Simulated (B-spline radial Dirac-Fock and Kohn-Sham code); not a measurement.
**How the levels of xenon move as electrons are removed**

Level of theory: ΔSCF Dirac-Fock with Breit, self-energy and vacuum polarisation, finite nucleus, configuration average; a radial finite-basis atomic code. Each ion is free and in its tabulated ground configuration. Correlation energy is missing from these numbers.

Reference: Xe²⁴⁺, [Ar] 3d10 4s2, with 1s 35351.1 eV, 2p1/2 5877.1 eV, 2p3/2 5555.3 eV, 3s 1870.1 eV, 3p3/2 1660.1 eV, Kα1 (K-L3) 29795.7 eV, Kβ1 (K-M3) 33690.9 eV. Shifts from it, in eV (a dash: the subshell is empty, belongs to an open shell averaged over j, or its hole state is left out as unreliable):

| ion | configuration | 1s | 2p1/2 | 2p3/2 | 3s | 3p3/2 | Kα1 | Kβ1 |
| --- | --- | --- | --- | --- | --- | --- | --- | --- |
| Xe²⁵⁺ | [Ar] 3d10 4s1 | +52.7 | +50.5 | +50.4 | – | +45.5 | +2.30 | +7.14 |
| Xe²⁶⁺ | [Ar] 3d10 | +107.5 | +101.9 | +101.5 | +89.6 | +91.7 | +6.00 | +15.88 |
| Xe²⁷⁺ | [Ar] 3d9 | +208.4 | +201.3 | +200.6 | +165.1 | +166.4 | +7.72 | +41.98 |
| Xe²⁸⁺ | [Ar] 3d8 | +311.6 | +303.0 | +301.9 | +241.8 | +242.4 | +9.67 | +69.20 |
| Xe²⁹⁺ | [Ar] 3d7 | +417.2 | +406.8 | +405.3 | +319.7 | +319.6 | +11.86 | +97.54 |
| Xe³⁰⁺ | [Ar] 3d6 | ? | ? | ? | ? | ? | ? | ? |
| Xe³¹⁺ | [Ar] 3d5 | +635.6 | +620.9 | +618.6 | +479.1 | +477.9 | +17.00 | +157.64 |

**Question.** Give the missing shifts for Xe³⁰⁺.

**Answer.** 1s +525.2, 2p1/2 +512.8, 2p3/2 +510.9, 3s +398.9, 3p3/2 +398.2, Kα1 +14.30, Kβ1 +127.02 (eV).

Over this range K (1s) moves by +635.6 eV and Kα1 by +17.0 eV: a line is a difference of two levels that shift in the same direction.

Values without a named source are computed, but for edge energies of neutral atoms, which are taken from tables.
